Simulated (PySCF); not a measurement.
Run record for `C[O][GeH2][NH][SiH3]`: LC-wPBE/ANO-RCC-VDZP, TDA, 3 singlets.

Method: TDA LC-wPBE/ANO-RCC-VDZP, vertical, gas phase, core orbitals frozen in the response (PySCF 2.14.0, density-fitted response routines). Geometry: GFN2-xTB. The command runs a driver script over a list of jobs; the input below is this job's line of settings and its coordinates in Å.

Command:
```bash
OMP_NUM_THREADS=1 python probes_run.py task.json out
```

Input:
```
{"job": {"kind": "uv", "xc": "LC-wPBE", "basis": "ANO-RCC-VDZP", "nstates": 3, "ntriplets": 0, "tda": true}, "charge": 0, "multiplicity": 1}
C     -2.083348    -0.728961     0.247548
O     -1.481418     0.198850     1.123204
Ge    -0.285388     1.397154     0.702845
N      1.058811     0.596654    -0.222484
Si     2.019251    -0.741242     0.324983
H     -2.532421    -1.511626     0.861808
H     -2.865444    -0.252599    -0.349319
H     -1.351523    -1.179630    -0.427905
H     -0.835711     2.472894    -0.210340
H      0.051782     1.872170     2.082300
H      1.485614     1.171479    -0.929930
H      1.113987    -1.848048     0.635538
H      2.815188    -0.401637     1.512991
H      2.889940    -1.045929    -0.813355
```

Task: What does the run print?

Result: 
```
coarse grid: 51560 points
cycle   1  E = -2526.1913602361  dE =  3.597e-01  |g| = 9.574e-01  |ddm| = 4.712e+00
cycle   2  E = -2526.1625256387  dE =  2.883e-02  |g| = 1.130e+00  |ddm| = 1.357e+00
cycle   3  E = -2526.3355859158  dE = -1.731e-01  |g| = 5.744e-02  |ddm| = 7.395e-01
cycle   4  E = -2526.3361935567  dE = -6.076e-04  |g| = 4.285e-02  |ddm| = 8.459e-02
cycle   5  E = -2526.3365540372  dE = -3.605e-04  |g| = 8.022e-03  |ddm| = 3.995e-02
cycle   6  E = -2526.3365704608  dE = -1.642e-05  |g| = 1.511e-03  |ddm| = 9.777e-03
cycle   7  E = -2526.3365712465  dE = -7.857e-07  |g| = 6.925e-04  |ddm| = 3.023e-03
final grid: 106720 points
cycle   8  E = -2526.3365625962  dE = -1.455e-07  |g| = 6.195e-04  |ddm| = 1.736e-03
cycle   9  E = -2526.3365627023  dE = -1.061e-07  |g| = 5.813e-04  |ddm| = 7.359e-04
cycle  10  E = -2526.3365627420  dE = -3.971e-08  |g| = 6.455e-05  |ddm| = 2.851e-04
cycle  11  E = -2526.3365626686  dE =  7.339e-08  |g| = 2.168e-05  |ddm| = 9.464e-05
cycle  12  E = -2526.3365627310  dE = -6.238e-08  |g| = 4.131e-06  |ddm| = 1.022e-04
cycle  13  E = -2526.3365627310  dE = -9.095e-13  |g| = 1.927e-06  |ddm| = 8.064e-06
converged SCF energy = -2526.3365627310

Static polarisability (au): isotropic 68.949, principal 63.153 68.640 75.055

Singlet excitations
state   eV       nm        f      main configurations
  1   6.7438    183.8   0.01119   H->L 0.69, H->L+1 0.18
  2   7.7775    159.4   0.00907   H-1->L 0.31, H-1->L+1 0.26, H-1->L+4 0.23
  3   7.9291    156.4   0.04173   H->L+2 0.56, H->L+4 0.14, H->L+5 0.08
```

The SCF starts on a coarse grid where the log names one; the energy can jump when the final grid takes over, and dE then counts from the start density on the new grid. H and L stand for HOMO and LUMO; the number after each pair is its weight.

Task: How does the lowest singlet excitation compare with the HOMO–LUMO gap?

Result: HOMO -10.18 eV and LUMO 1.91 eV give a gap of 12.09 eV; S1 at 6.74 eV lies 5.35 eV below it.

Task: Give S1 in cm⁻¹ and kJ/mol.

Result: 6.7438 eV × 8065.54 = 54392 cm⁻¹; × 96.485 = 650.7 kJ/mol.

In short: SCF converged in 13 cycles with 132 basis and 1001 fitting functions; HOMO -10.18 eV, LUMO 1.91 eV; lowest singlet 6.74 eV; mean polarisability 68.9 au.

ANO-RCC sets were contracted for a scalar-relativistic Hamiltonian, but ran non-relativistically here. The basis is contracted for a relativistic Hamiltonian, but the run is non-relativistic. Relativistic effects, spin–orbit coupling among them, are left out although an element past zinc is present.

Cost: about 2.7 min of CPU time on one thread; the machine was shared, so the figure is rough.

Shape of the structure used: `[CH3:1][O:2][GeH2:3][NH:4][SiH3:5]`: C1–O2–Ge3–N4 -50°, O2–Ge3–N4–Si5 -57°.

One conformer stands for the species.
